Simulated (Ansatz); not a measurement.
Basis sets compared for MoNCl3. Charge 0, multiplicity 1. Geometry B3LYP-D4/def2-SVP. Ansatz on 4 threads of Arm Neoverse V1 on a shared host; times are rough, and most runs start from earlier orbitals.

```csv
atom,x (Å),y (Å),z (Å)
Mo1,0.039,0.010,0.008
N2,1.585,0.410,0.305
Cl3,-1.212,1.517,1.151
Cl4,-0.201,-2.110,0.777
Cl5,-0.211,0.172,-2.241
```

In the def2 sets Mo takes a core potential; there is no spin–orbit coupling. The restricted singlet is unstable towards broken spin symmetry in Hartree–Fock (as tested in another run); at PBE-D4/def2-SVP, PBE-D4/def2-TZVPD, r2SCAN-D4/def2-TZVP, r2SCAN-D4/def2-TZVPD and others this wasn't settled.

Binding counts from free atoms (Mo septet, N quartet, Cl doublet) in the same basis, without a counterpoise term.

```tsv
level	functions	energy (Eh)	HOMO (eV)	LUMO (eV)	binding per atom (eV)	wall time
PBE-D4/def2-SVP	99	-1502.6720	-7.87	-4.78	3.88	1.1 s
PBE-D4/def2-TZVP (with forces)	182	-1503.2363	-7.94	-4.85	3.84	2.3 s
r2SCAN-D4/def2-TZVP	182	-1503.7337	-8.30	-4.89	3.53	5 s
PBE0-D4/def2-SVP	99	-1502.7106	-9.34	-4.18	3.45	1.6 s
PBE0-D4/def2-TZVP	182	-1503.2718	-9.35	-4.18	3.44	3 s
```

Task: Estimate the rows for PBE-D4/def2-TZVPD, r2SCAN-D4/def2-TZVPD, PBE0-D4/def2-TZVPD.

Result: 
```json
{"level": "PBE-D4/def2-TZVPD", "functions": "215", "energy (Eh)": "-1503.2382", "HOMO (eV)": "-7.97", "LUMO (eV)": "-4.88", "binding per atom (eV)": "3.83", "wall time": "2.8 s"}
{"level": "r2SCAN-D4/def2-TZVPD", "functions": "215", "energy (Eh)": "-1503.7352", "HOMO (eV)": "-8.30", "LUMO (eV)": "-4.90", "binding per atom (eV)": "3.53", "wall time": "6 s"}
{"level": "PBE0-D4/def2-TZVPD", "functions": "215", "energy (Eh)": "-1503.2734", "HOMO (eV)": "-9.36", "LUMO (eV)": "-4.20", "binding per atom (eV)": "3.44", "wall time": "4.3 s"}
```
